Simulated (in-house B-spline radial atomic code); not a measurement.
Ionising neutral gallium with different functionals

Computed with a radial B-spline atomic code at the basis-set limit: four-component Dirac-Coulomb Hamiltonian, Fermi nucleus of rms radius 3.9973 fm, spin-restricted, spherical fractional occupations for the functionals. The ionisation energy is the difference of two self-consistent energies, [Ar] 3d10 4s2 4p1 → [Ar] 3d10 4s2, without Breit or QED terms; ε is the level of the shell that loses the electron (mean over j). The electron is taken from both j subshells in proportion to 2j + 1, so the result is a j average, not the step between ground levels.

Hybrids are left out here: with spherical fractional occupations of an open shell their exact exchange keeps a self-interaction that integer-occupation calculations don't have.

```json
{"method": "LDA VWN5", "rung": "LDA", "ΔSCF (eV)": "?", "-ε(4p) (eV)": "?"}
{"method": "relativistic LDA", "rung": "LDA", "ΔSCF (eV)": "5.89", "-ε(4p) (eV)": "2.74"}
{"method": "LDA PW92", "rung": "LDA", "ΔSCF (eV)": "5.88", "-ε(4p) (eV)": "2.73"}
{"method": "LDA exchange-only", "rung": "LDA", "ΔSCF (eV)": "4.93", "-ε(4p) (eV)": "1.89"}
{"method": "PBE", "rung": "GGA", "ΔSCF (eV)": "5.69", "-ε(4p) (eV)": "2.58"}
{"method": "PBEsol", "rung": "GGA", "ΔSCF (eV)": "5.68", "-ε(4p) (eV)": "2.57"}
{"method": "BLYP", "rung": "GGA", "ΔSCF (eV)": "5.67", "-ε(4p) (eV)": "2.51"}
{"method": "RPBE", "rung": "GGA", "ΔSCF (eV)": "5.63", "-ε(4p) (eV)": "2.54"}
{"method": "PW91", "rung": "GGA", "ΔSCF (eV)": "5.75", "-ε(4p) (eV)": "2.62"}
{"method": "BP86", "rung": "GGA", "ΔSCF (eV)": "5.83", "-ε(4p) (eV)": "2.72"}
{"method": "AM05", "rung": "GGA", "ΔSCF (eV)": "?", "-ε(4p) (eV)": "?"}
{"method": "OLYP", "rung": "GGA", "ΔSCF (eV)": "5.46", "-ε(4p) (eV)": "2.37"}
```

(1) What does LDA VWN5 give?

(2) What does AM05 give?

(3) How do they compare with the NIST value?

## Answers

(1) ΔSCF 5.88 eV, and -ε(4p) = 2.73 eV.

(2) ΔSCF 5.64 eV, and -ε(4p) = 2.53 eV.

(3) NIST lists 5.999 eV (measured, ground level to ground level). Errors run from -1.07 to -0.11 eV; relativistic LDA is closest (-0.11 eV), but part of that can be cancellation, since the calculations leave out Breit-QED terms, spin polarisation, the choice among j levels, multiplet and fine-structure energies.
